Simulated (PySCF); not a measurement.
# Assigning NMR signals

Molfile (atoms numbered from 1):
```
C6H10F2
     RDKit          3D

 18 18  0  0  0  0  0  0  0  0999 V2000
    0.4641   -1.3152    1.6909 F   0  0  0  0  0  0  0  0  0  0  0  0
   -0.0496   -1.3585    0.4185 C   0  0  0  0  0  0  0  0  0  0  0  0
   -0.3485   -2.6721    0.1865 F   0  0  0  0  0  0  0  0  0  0  0  0
   -1.3141   -0.5366    0.3733 C   0  0  0  0  0  0  0  0  0  0  0  0
   -1.0076    0.9469    0.5337 C   0  0  0  0  0  0  0  0  0  0  0  0
    0.0274    1.4107   -0.4824 C   0  0  0  0  0  0  0  0  0  0  0  0
    1.3021    0.5833   -0.3853 C   0  0  0  0  0  0  0  0  0  0  0  0
    1.0105   -0.9022   -0.5534 C   0  0  0  0  0  0  0  0  0  0  0  0
   -1.7921   -0.7255   -0.5924 H   0  0  0  0  0  0  0  0  0  0  0  0
   -1.9858   -0.9006    1.1541 H   0  0  0  0  0  0  0  0  0  0  0  0
   -1.9303    1.5238    0.4342 H   0  0  0  0  0  0  0  0  0  0  0  0
   -0.6305    1.1277    1.5456 H   0  0  0  0  0  0  0  0  0  0  0  0
    0.2542    2.4694   -0.3307 H   0  0  0  0  0  0  0  0  0  0  0  0
   -0.3889    1.3207   -1.4936 H   0  0  0  0  0  0  0  0  0  0  0  0
    1.7693    0.7482    0.5911 H   0  0  0  0  0  0  0  0  0  0  0  0
    2.0271    0.9018   -1.1385 H   0  0  0  0  0  0  0  0  0  0  0  0
    0.6391   -1.1071   -1.5618 H   0  0  0  0  0  0  0  0  0  0  0  0
    1.9026   -1.5130   -0.3973 H   0  0  0  0  0  0  0  0  0  0  0  0
  1  2  1  0
  2  3  1  0
  2  4  1  0
  4  5  1  0
  5  6  1  0
  6  7  1  0
  7  8  1  0
  8  2  1  0
  4  9  1  0
  4 10  1  0
  5 11  1  0
  5 12  1  0
  6 13  1  0
  6 14  1  0
  7 15  1  0
  7 16  1  0
  8 17  1  0
  8 18  1  0
M  END
```

[PySCF: geometry: PBE0-D3(BJ)/def2-TZVP; B97-2/pcSseg-2 with gauge-including orbitals; one conformer; averaged over atoms made equivalent by symmetry, fast rotation or ring inversion; relativity neglected; isolated molecule]

References, each an isolated molecule treated in the same way: 13C (σref 185.38), 1H (σref 31.64) against TMS.

(1) Assign these signals to the numbered atoms. 13C{1H} NMR (computed): δ 130.5, 38.1, 29.0, 27.3.

(2) Assign these signals to the numbered atoms. 1H NMR (400 MHz, computed): δ 1.76 (m, 4H), 1.65 (m, 4H), 1.42 (m, 2H).

## Answers

(1) 
130.5 → C2, fully substituted sp3 carbon bonded to 2 F: 2 electronegative neighbours deshield it
38.1 → C4/C8, sp3 CH2 in a ring: saturated and bonded to C and H only
29.0 → C6, sp3 CH2 in a ring
27.3 → C5/C7, sp3 CH2 in a ring

C6 and C5/C7 lie closer than the usual error of such a calculation, so a measured spectrum could show them in the other order.

(2) 
| δ (ppm) | atoms | environment | reason |
| --- | --- | --- | --- |
| 1.76 | H9/H10/H17/H18 | hydrogen on an sp3 CH2 in a ring | – |
| 1.65 | H11/H12/H15/H16 | hydrogen on an sp3 CH2 in a ring | far from electronegative atoms and π systems |
| 1.42 | H13/H14 | hydrogen on an sp3 CH2 in a ring | – |

H9/H10/H17/H18 and H11/H12/H15/H16 lie closer than the usual error of such a calculation, so a measured spectrum could show them in the other order.

Splittings by 19F in the carbon and heteronuclear signals aren't shown, as no couplings were computed. Shifts are as computed. Against solution values, carbons near 30 ppm lie about +3 ppm off and those near 130 ppm about +7 ppm. Of 1309 compounds with measured shifts, 239 miss one by over three times the rms of a fit or turn the order of signals round; such compounds aren't used in these exercises. No couplings were computed; multiplicities are counted from neighbouring protons, with m where these are inequivalent, close in shift, in a saturated or five-membered ring or joined by F or P, and br s for small geminal =CH2 splittings.
